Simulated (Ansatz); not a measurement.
`OC/C=C/Br` + HI → `Br/C=C/I` + CH₃OH at 298.15 K and 1 bar (substitution at a C–C bond).

Computed with Ansatz on PBE0-D4/def2-TZVP structures; ΔE is electronic, products minus reactants. CCSD(T)/CBS adds triple-zeta CCSD(T) − MP2 to the extrapolated MP2 energy (def2 sets, frozen cores). This one scheme is used for every species. Double bonds are as drawn, so ΔE can hold a change between cis and trans. Elements past krypton have def2 core potentials. For Br, I outer-core shells are correlated without core-valence functions, which leaves a few kJ/mol of doubt a bond. Scalar relativity is left out up to krypton. One conformer a species, not always the lowest.

```tsv
species	CCSD(T)/CBS energy (Eh)	H − E (kJ/mol)	S (J/(mol·K))
`OC/C=C/Br`	-2765.62458	218.1	334.4
HI	-298.03592	22.7	206.5
`Br/C=C/I`	-2948.03464	100.5	327.5
CH₃OH	-115.61712	146.3	238.2
```

H − E and S are ideal-gas, rigid-rotor, harmonic terms from PBE0-D4/def2-TZVP, for one conformer and one mirror image of each species. 1 Eh = 2625.50 kJ/mol, R = 8.31446 J/(mol·K).

Problem. By hand: ΔE, ΔH, ΔS and ΔG.

Solution. ΔE = (-2948.03464) + (-115.61712) − (-2765.62458) − (-298.03592) = 0.00874 Eh = 22.9 kJ/mol. Δ(H − E) = 100.5 + 146.3 − 218.1 − 22.7 = 6.0, so ΔH = 28.9 kJ/mol. ΔS = 327.5 + 238.2 − 334.4 − 206.5 = 24.8 J/(mol·K). ΔG = 28.9 − 298.15 × (24.8)/1000 = 21.5 kJ/mol.

Problem. By hand: the equilibrium constant, and the temperature at which ΔG would vanish if ΔH and ΔS stayed fixed.

Solution. log₁₀ K = −ΔG/(RT ln 10) = -3.8. ΔG = 0 at ΔH/ΔS = 1165 K.

ΔH outweighs TΔS. A doubt of 5 kJ/mol in ΔE shifts log₁₀ K by 0.9 here. Other conformers and mirror images would add mixing entropy, several J/(mol·K) or more a flexible species. These are equilibria of isolated gas molecules and say nothing of rates. Largest T1 diagnostic: 0.010 (customary marks: 0.02 for closed shells, 0.045 for open ones).
